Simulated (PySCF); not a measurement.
**SbF⁺, CCSD(T): how much the basis matters**

PySCF, UHF reference; doublet, unpaired electrons π ↑; De to Sb⁺ + F without counterpoise correction. Frozen cores follow the default of each basis and core potential.

| basis | relativity | functions | Re (Å) | ωe (cm⁻¹) | De (eV) | frozen orbitals |
| --- | --- | --- | --- | --- | --- | --- |
| x2c-SVPall | spin-free X2C | 50 | 1.889 | 710 | 3.58 | 19 |
| aug-cc-pVDZ-PP/aug-cc-pVDZ | scalar-relativistic core potentials | 55 | 1.883 | 703 | 3.98 | 5 |
| def2-TZVPPD | scalar-relativistic core potentials | 96 | 1.851 | 720 | 4.18 | 5 |

Question: How does each smaller set differ from the one with most functions, def2-TZVPPD?

Answer: x2c-SVPall: +3.8 pm, -1.4 % in ωe, -0.60 eV in De; aug-cc-pVDZ-PP/aug-cc-pVDZ: +3.2 pm, -2.4 % in ωe, -0.20 eV in De. All at CCSD(T); the set with most functions is neither the basis-set limit nor always the best. The rows treat relativity differently, so the differences are not basis effects alone.

Correlated steps freeze the inner cores (5 to 19 orbitals); shallow outer-core shells are correlated. Correlated levels converge slowly with the basis: in double zeta they bind strong bonds too weakly, by up to about 1 eV, and carry superposition errors of some tenths. These are scalar-relativistic numbers at best; spin–orbit coupling would shift them, the dissociation energy most. For an ion De counts to the pair picked by the measured ionisation energies or electron affinities, which need not be the lowest pair at this level. The state is the lowest determinant that a PBE0 search found; another state may lie lower at other levels.
